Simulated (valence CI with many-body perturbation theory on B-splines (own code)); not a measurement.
## W³²⁺: key properties

Level of theory: configuration interaction combined with many-body perturbation theory (CI+MBPT): six valence electrons over a frozen Dirac-Fock core [Kr], a basis of 7 s, 7 p, 8 d, 6 f, 4 g, 1 h functions for each j, with the one-electron correlation potential Σ1 (screened to all orders), the two-electron term Σ2, the three-electron term Σ3, Breit, model QED; selected single and double excitations, second order for the rest, scaled by the run's own slope (own B-spline code, finite nucleus).

The last digits are not significant, and no measured levels were compared; by estimate large intervals hold to a few tenths of a per cent, small ones and those within an open d or f shell to about a per cent. Core correlation moves these levels by up to 7200 cm⁻¹, and in measured spectra 5 to 20 % of such shifts remained as error; rates that hang on mixing are uncertain with them. Among the levels kept, up to 760 cm⁻¹ of a level comes from second order outside the variational space, and about a tenth of that is noise between levels of different J, which matters for small intervals. Only levels of the ground parity were solved; by the run's estimate the other parity begins above the list, which can be wrong where configurations are misplaced.

Levels are named by their leading jj configuration (3d3/2^4 stands for four electrons in 3d with j = 3/2), which in mixed levels can hold well under half, so a name can repeat and another be missing.

Rates and lifetimes use the calculated energies. Strong lines usually hold to 10 to 20 %, long lifetimes can be off by a factor of two.

(1) What is the ground level?

(2) How well does LS coupling describe the low levels?

(3) Name the longest-lived excited levels whose lifetime is computed, and their main decay.

(4) What is the ionisation energy?

Answers

(1) (4d3/2^4 4d5/2^2) J=4, composition 38 % 4d6 3F + 37 % 4d6 5D + 11 % 4d6 1G, g = 1.278.

(2) Among the lowest 20 levels the leading LS term, summed over configurations, holds 50 % on average. For single configurations the figures are 50 % in LS and 93 % in jj coupling. Terms mix most in the J = 3 level at 281170 cm⁻¹, where the leading one holds 28 %.

(3) (4d3/2^4 4d5/2^2) J=2 at 21237 cm⁻¹ lives 331 s, mostly by E2 to (4d3/2^4 4d5/2^2) J=4; (4d3/2^4 4d5/2^2) J=0 at 69001 cm⁻¹ lives 1.70 s, mostly by E2 to (4d3/2^4 4d5/2^2) J=2; (4d3/2^3 4d5/2^3) J=6 at 150000 cm⁻¹ lives 948 ms, mostly by E2 to (4d3/2^4 4d5/2^2) J=4.

(4) 1332.5 eV; NIST lists 1335.1 ± 1.4 eV (semi-empirical).
